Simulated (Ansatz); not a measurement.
Reaction R1 + R2 → P1 + P2, each structure at its B3LYP-D3(BJ)/def2-SVP stationary point, reached from a drawn start (curvature not checked).
R1: F2H6O2Si3 (SMILES F[Si](F)(O[SiH3])O[SiH3]), charge 0, multiplicity 1.
P1: FH7O3Si3 (SMILES O[Si](F)(O[SiH3])O[SiH3]), charge 0, multiplicity 1.
P2, HF (SMILES F) (charge 0, multiplicity 1, Z-matrix in Å and degrees):
```
F
H 1 0.9247
```
R2: H2O (SMILES O), charge 0, multiplicity 1.

P less R. No zero-point or thermal terms. One arrangement of each flexible species, with no search for the lowest.

Frozen-core correlation throughout.

Run with Ansatz (Gaussian basis) for Hartree–Fock, density functionals and correlated methods. All values are computed, each at the level named.

Total energies in hartree:

```tsv
structure	PBE/def2-TZVPPD	B3LYP/def2-TZVPPD	CCSD(T)/aug-cc-pV(D+d)Z
R1	-1221.920385	-1222.809159	-1220.476760
P1	-1197.892526	-1198.767045	-1196.472832
P2	-100.396647	-100.495200	-100.263640
R2	-76.383606	-76.469316	-76.273886
```

Question: Work out the reaction energy at each level in meV (1 hartree = 27211.38625 meV), and say how far PBE/def2-TZVPPD lies from CCSD(T)/aug-cc-pV(D+d)Z.

Answer: 
- PBE/def2-TZVPPD: (-1197.892526) + (-100.396647) − (-1221.920385) − (-76.383606) = 0.014818 hartree = 403.2 meV
- B3LYP/def2-TZVPPD: (-1198.767045) + (-100.495200) − (-1222.809159) − (-76.469316) = 0.016230 hartree = 441.6 meV
- CCSD(T)/aug-cc-pV(D+d)Z: (-1196.472832) + (-100.263640) − (-1220.476760) − (-76.273886) = 0.014174 hartree = 385.7 meV
PBE/def2-TZVPPD less CCSD(T)/aug-cc-pV(D+d)Z: 17.5 meV. CCSD(T)/aug-cc-pV(D+d)Z is the level counted from, the highest shown, and no exact or measured value.

Ansatz is a program for electronic structure.
